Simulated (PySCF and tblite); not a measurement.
Results of a calculation; reference values are marked as such.
C₅H₉FO, numbered as in [F:1][C@H:2]1[CH2:3][CH2:4][CH2:5][CH2:6][O:7]1.

Geometries PBE0-D3(BJ)/def2-SVP; weights from PBE0-D3(BJ)/def2-TZVP energies and GFN2-xTB thermal corrections, with symmetry numbers and mirror pairs. Conformers within 4 kcal/mol (GFN2-xTB free energy) were kept, 5 at most. Of two unlike H on one atom, a is the less shielded (PBE0/pcSseg-1). Codes: tblite and PySCF.

An NOE distance is ⟨r⁻⁶⟩^(−1/6) over all pairs of like atoms and, for the average, over conformers.

The 6-ring runs over atoms 2–3–4–5–6–7.

| conformer | shape | weight % |
| --- | --- | --- |
| 1 | 6-ring chair (F1 axial) | 97.0 |
| 2 | 6-ring chair (all substituents equatorial) | 2.7 |
| 3 | 6-ring twist-boat (ring torsions -61, 29, 32, -69, 35, 29°) | 0.2 |
| 4 | 6-ring twist-boat (ring torsions 26, 29, -60, 29, 31, -61°) | 0.1 |

Not shown: 1 more, 0.1 % in all.

Question: Which H–H contacts under 3.5 Å would NOEs report (pairs on one atom left out) at 298.15 K?

Answer: 
```json
{"pair": "H2 ··· H3b", "in 1 (Å)": "2.45", "in 2 (Å)": "2.49", "in 3 (Å)": "2.39", "in 4 (Å)": "2.49", "average (Å)": "2.45"}
{"pair": "H5a ··· H6b", "in 1 (Å)": "2.46", "in 2 (Å)": "2.47", "in 3 (Å)": "2.38", "in 4 (Å)": "2.51", "average (Å)": "2.46"}
{"pair": "H5b ··· H6a", "in 1 (Å)": "2.47", "in 2 (Å)": "2.46", "in 3 (Å)": "2.35", "in 4 (Å)": "2.48", "average (Å)": "2.47"}
{"pair": "H3a ··· H4a", "in 1 (Å)": "2.47", "in 2 (Å)": "2.51", "in 3 (Å)": "2.56", "in 4 (Å)": "2.37", "average (Å)": "2.48"}
{"pair": "H4a ··· H5b", "in 1 (Å)": "2.48", "in 2 (Å)": "2.48", "in 3 (Å)": "2.38", "in 4 (Å)": "2.35", "average (Å)": "2.48"}
{"pair": "H3b ··· H4b", "in 1 (Å)": "2.49", "in 2 (Å)": "2.48", "in 3 (Å)": "2.54", "in 4 (Å)": "2.35", "average (Å)": "2.49"}
{"pair": "H4b ··· H5a", "in 1 (Å)": "2.49", "in 2 (Å)": "2.47", "in 3 (Å)": "2.35", "in 4 (Å)": "2.38", "average (Å)": "2.49"}
{"pair": "H2 ··· H3a", "in 1 (Å)": "2.53", "in 2 (Å)": "3.06", "in 3 (Å)": "3.03", "in 4 (Å)": "2.49", "average (Å)": "2.54"}
{"pair": "H5b ··· H6b", "in 1 (Å)": "2.54", "in 2 (Å)": "3.07", "in 3 (Å)": "2.71", "in 4 (Å)": "3.06", "average (Å)": "2.55"}
{"pair": "H3a ··· H4b", "in 1 (Å)": "2.56", "in 2 (Å)": "3.08", "in 3 (Å)": "3.07", "in 4 (Å)": "2.72", "average (Å)": "2.57"}
{"pair": "H4b ··· H5b", "in 1 (Å)": "2.56", "in 2 (Å)": "3.07", "in 3 (Å)": "3.04", "in 4 (Å)": "3.04", "average (Å)": "2.57"}
{"pair": "H3b ··· H5a", "in 1 (Å)": "2.64", "in 2 (Å)": "4.33", "in 3 (Å)": "4.29", "in 4 (Å)": "3.81", "average (Å)": "2.66"}
{"pair": "H4a ··· H6a", "in 1 (Å)": "2.65", "in 2 (Å)": "4.32", "in 3 (Å)": "3.79", "in 4 (Å)": "4.27", "average (Å)": "2.66"}
{"pair": "H3b ··· H4a", "in 1 (Å)": "3.07", "in 2 (Å)": "2.56", "in 3 (Å)": "2.51", "in 4 (Å)": "3.04", "average (Å)": "3.04"}
{"pair": "H5a ··· H6a", "in 1 (Å)": "3.07", "in 2 (Å)": "2.54", "in 3 (Å)": "3.05", "in 4 (Å)": "2.49", "average (Å)": "3.04"}
{"pair": "H4a ··· H5a", "in 1 (Å)": "3.07", "in 2 (Å)": "2.56", "in 3 (Å)": "2.70", "in 4 (Å)": "2.71", "average (Å)": "3.05"}
```

Longer pairs under the limit may be missing.
